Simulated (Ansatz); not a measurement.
Gas-phase electronic energies from Ansatz, PBE0-D4/def2-TZVP geometries. CCSD(T)/CBS is the MP2 limit (def2-TZVPP, def2-QZVPP) plus CCSD(T) − MP2 in def2-TZVPP, frozen cores. This one scheme is used for every species. For Ge outer-core shells are correlated without core-valence functions, which leaves a few kJ/mol of doubt a bond. Scalar relativity is left out up to krypton. Each species was taken in one conformer, which may not be the lowest.

`[GeH3][S][GeH3]` + `O[SiH](O)F` → `O[SiH](F)[O][GeH3]` + `[SH][GeH3]`  (ligand exchange at a Ge–S bond)

| level | ΔE (kJ/mol) |
| --- | --- |
| CCSD(T)/def2-SVP | -1.6 |
| MP2/def2-QZVPP | 15.0 |

Q: What does CCSD(T)/CBS give? (An estimate is asked.)

A: Computed: +12.9 kJ/mol. The listed levels differ from it by -14.5, 2.1 kJ/mol.

Q: What do rigid-rotor, harmonic-oscillator terms from PBE0-D4/def2-TZVP frequencies (298.15 K, 1 bar) make of the CCSD(T)/CBS value? (An estimate is asked.)

A: Computed: ΔZPE = -5.4 kJ/mol, ΔH = +7.6 kJ/mol, ΔS = 8 J/(mol·K), ΔG = +5.2 kJ/mol. Modes under 50 cm⁻¹ make the entropy rough.

Largest T1 diagnostic among the species: 0.012.

In def2-TZVPP, CCSD(T) changes the Hartree–Fock value by +13.8 kJ/mol (the triples alone add +2.6 kJ/mol) and MP2 by +18.7 kJ/mol. At CCSD(T), def2-SVP lies −14.5 kJ/mol from the extrapolated value and def2-TZVPP −5.1 kJ/mol. From BLYP to BHLYP (50 % exact exchange), in def2-TZVPP and without D4, ΔE moves by −3.7 kJ/mol.
